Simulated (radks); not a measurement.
Numerical settings for the platinum ion Pt2+, [Xe] 4f14 5d8. Method: scalar-relativistic Kohn-Sham, r2SCAN, spin-polarised, spherical densities, finite nucleus; open shells are filled with parallel spins first (spin-orbit coupling, left out, can overturn this in heavy ions); meta-GGA in the generalised Kohn-Sham scheme; Fermi nuclear charge, rms radius 5.427 fm; computed with a radial shooting solver on a logarithmic mesh with Libxc functionals. The defaults (mesh step 0.008 in ln r, mesh end at 40 bohr or more with all orbitals vanishing there, Anderson mixing 0.5 over 9 steps, residual threshold near 1e-9 with the energy settled to 1e-9 hartree or 1e-11 of itself, here a cap of 83 iterations) give E = -18410.715 hartree and 5d at -25.065 eV in 11 iterations. Times are rough (one thread of a shared host). Changes against that run (0 stands for a change within the tolerance of the run):

setting                    iterations  converged  E (mhartree)  e(5d) (meV)  CPU (s)
mesh step in ln r 0.12              4         no      diverged            -     0.01
mesh step in ln r 0.02             11        yes        -0.032            0      0.1
mesh step in ln r 0.08              4         no      diverged            -     0.03
mesh end (bohr) 20                 11        yes             0            0     0.22
mesh end (bohr) 12                 11        yes             0            0     0.21
residual threshold 1e-13           30        yes             0      -0.0643     0.38
residual threshold 0.1             10        yes             0      -0.0503     0.21
mixing 0.01                        16        yes             0      +0.0332     0.31
linear mixing, mixing 0.8          83         no         +8.29         -677      1.9
linear mixing, mixing 1            83         no     +3.58e+05    -9.85e+05        4
mixing history 2                   16        yes             0      -0.0603     0.28
iteration cap 5                     5         no         +10.1         +281     0.12

No run marked as converged misses the energy by more than 1 mhartree. A mesh that ends early acts as a hard wall.
